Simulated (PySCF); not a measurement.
Computed shifts of a molecule C₃H₇NSi, PySCF with HF/pcSseg-1, GIAO, gas phase, equivalent atoms averaged, in ppm (number of nuclei): ¹³C: 223.7 (1), 113.0 (1), 93.4 (1). ¹⁵N: 21.3 (1). ²⁹Si: -55.5 (1). ¹H: 6.80 (1), 5.91 (2), 4.40 (3), 1.41 (1). References: ¹³C against TMS (σ = 192.6 ppm); ¹⁵N against NH3 (σ = 267.3 ppm); ²⁹Si against TMS (σ = 393.8 ppm); ¹H against TMS (σ = 31.99 ppm), references at their B3LYP-D3(BJ)/def2-TZVP geometries, non-relativistic. The structure is a stationary point at B3LYP-D3(BJ)/def2-SVP. One conformer was computed; it need not be the lowest.

### Question
Pick the molecule that these values belong to.
A) C#CC[SiH2]N
B) C=C=CN[SiH3]
C) NC=C=C[SiH3]
D) C#CCN[SiH3]

### Answer
B, C=C=CN[SiH3]
